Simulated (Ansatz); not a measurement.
**What each rung costs, and what it gives**

Saddle point of CH8AsGa, singlet (CH₅Ga ([CH3][GaH2]) + AsH₃ → GaAsH₄ ([GaH2][AsH2]) + CH₄; bonds formed: Ga1–As6, C2–H5; bonds broken: Ga1–C2, H5–As6), PBE0-D4/def2-TZVP structure:

```
atom    x (Å)    y (Å)    z (Å)
 Ga1  -0.9897   0.1339   0.3270
  C2   0.5122   1.3127  -0.6837
  H3  -2.0575  -0.3049  -0.7126
  H4  -1.1094   0.6378   1.7919
  H5   0.6342  -0.1231  -0.1853
 As6   0.8897  -1.8924   0.3837
  H7   1.3938   1.6239  -0.1221
  H8   0.7912   1.0315  -1.6998
  H9  -0.1535   2.1800  -0.7542
 H10  -0.3025  -2.6588  -0.1616
 H11   0.3916  -1.9406   1.8168
```

Barriers are electronic and count from the start structure reached by relaxing down the imaginary mode.

Computed with Ansatz 0.2.0 (basis: as named in each row); correlated methods freeze the cores. Filled d shells of the heavier atoms are correlated. The def2 sets are not built for correlating such inner shells, so the correlated values are less sure here. B3LYP uses VWN-RPA correlation. Extrapolation: Hartree–Fock as exp(−7.88 √X), correlation as X^−2.97.

Times are rough, for one single point on 8 threads of a shared host (Intel Xeon).

The estimate by CCSD(T) at an estimated basis limit (MP2 extrapolated from triple and quadruple zeta, plus CCSD(T) − MP2 in triple zeta) is 26.73 kcal/mol.

```tsv
method	basis	time (s)	barrier (kcal/mol)	method less estimate
HF	STO-3G	under 1	53.14	26.41
PBE-D4	STO-3G	2	24.32	-2.41
SPW92	def2-SVP	2	14.21	-12.52
PBE-D4	def2-SVP	2	19.92	-6.81
B3LYP-D4	6-31G	2	27.73	1.00
BLYP-D4	def2-TZVPP	3	24.72	-2.01
PBE0-D4	def2-SVP	3	23.59	-3.14
SPW92	def2-TZVPP	3	14.50	-12.23
PBE-D4	def2-TZVPP	4	19.95	-6.78
r2SCAN-D4	def2-TZVPP	5	21.90	-4.83
BHLYP-D4	def2-TZVPP	5	31.45	4.72
PBE0-D4	def2-TZVPP	6	23.25	-3.48
B3LYP-D4	def2-TZVPP	6	27.05	0.32
CAM-B3LYP-D4	def2-TZVPP	6	29.43	2.70
wB97M-V	def2-SVP	7	28.64	1.91
r2SCAN0-D4	def2-TZVPP	7	24.46	-2.27
RPA on PBE	def2-TZVPP	8	28.68	1.95
B97M-V	def2-TZVPP	8	27.46	0.73
B2PLYP	def2-TZVPP	8	28.03	1.30
PBE-QIDH	def2-TZVPP	9	25.97	-0.76
CCSD(T)	def2-SVP	11	32.37	5.64
wB97M-V	def2-TZVPP	11	28.89	2.16
wB97X-V	def2-TZVPP	12	29.65	2.92
MP2	def2-QZVPP	37	25.33	-1.40
CCSD(T)	def2-TZVPP	140	28.43	1.70
```

All methods are single points on the PBE0-D4 structures.

No T1 diagnostic of these runs exceeds 0.013.

Labels in which every atom is bracketed show which atoms are joined, not bond orders.
